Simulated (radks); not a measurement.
These are the eigenvalues of the occupied orbitals of an atom or ion with whole-number occupations (hartree). All-electron calculation, scalar-relativistic Kohn-Sham, PBE, spin-polarised, spherical densities, finite nucleus; Fermi nuclear charge, rms radius of each element as measured or else 0.836 A^(1/3) + 0.57 fm. Program: a radial shooting solver on a logarithmic mesh with Libxc functionals.

1s up: -1431.573
1s down: -1431.573
2s up: -234.1964
2s down: -234.1786
2p up: -210.7003
2p down: -210.6864
3s up: -55.84984
3s down: -55.84150
3p up: -48.34446
3p down: -48.33495
3d up: -37.57430
3d down: -37.55932
4s up: -16.85982
4s down: -16.81058
4p up: -14.37686
4p down: -14.32806
4d up: -10.76022
4d down: -10.71290

Which element is it, and in what charge state? The configuration may be excited. Open shells, if any, are filled with parallel spins first.

Answer. Z = 57, lanthanum, charge +12: La12+ in [Kr] 4d9. The list shows which subshells hold electrons but not how many an open one holds; the 1s level, -1431.6 hartree, gives Z - s = 53.5 by -(Z - s)^2/2, which with screening and relativity narrows Z to a few neighbours, and the depths of the outer levels then fix element, charge and occupations together.
